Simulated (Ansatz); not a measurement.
Job for Ansatz (an electronic-structure program): R-BLYP/def2-TZVPPD on BiClH2 (SMILES [Cl][BiH2]) with ghost functions. Elements past Kr take the def2 small-core potentials; no spin–orbit coupling. Files ending in .json are basis or fitting sets from the Basis Set Exchange.

Ansatz 0.2 input:
```yaml
crystal:
  periodic: [false, false, false]
  atoms:
    - {symbol: Cl, position_ang: [1.84301533, -0.75688818, 1.44602340]}
    - {symbol: Bi, position_ang: [0.26125346, 0.58006264, 0.01951290]}
    - {symbol: H, position_ang: [-0.56858731, -0.88407077, -0.61333565]}
    - {symbol: H, position_ang: [1.38252755, 0.53930461, -1.39424110]}
basis:
  gaussian:
    orbitals: def2-TZVPPD.json
    ghost_atoms:
      - {symbol: F, position_ang: [-0.76968777, -0.60726249, 2.95927633]}
      - {symbol: H, position_ang: [0.12097254, -0.82889850, 2.75589338]}
hamiltonian:
  xc: {name: BLYP}
scf: {lower_state_search: off}
```

The head of its log:

```
WARN ansatz: RAYON_NUM_THREADS=1 ignored (pool sized by the plan → 1); use --threads N
Functional definition: BLYP
these checks for a lower state are left out or cut short: stability, starts, cluster_reference, orbital_swaps, neighbouring_geometries, increment
integrals: 0.11 GiB planned
1059 factors; their error is unknown
mean field: 0.75 GiB planned
mean field evaluation 1: about -18394.0793 eV, gradient 2.4e1 eV
mean field evaluation 2: about -18388.0279 eV, gradient 5.3e1 eV
```

### Question
Predict the final total energy.

### Answer
-676.0372 hartree.
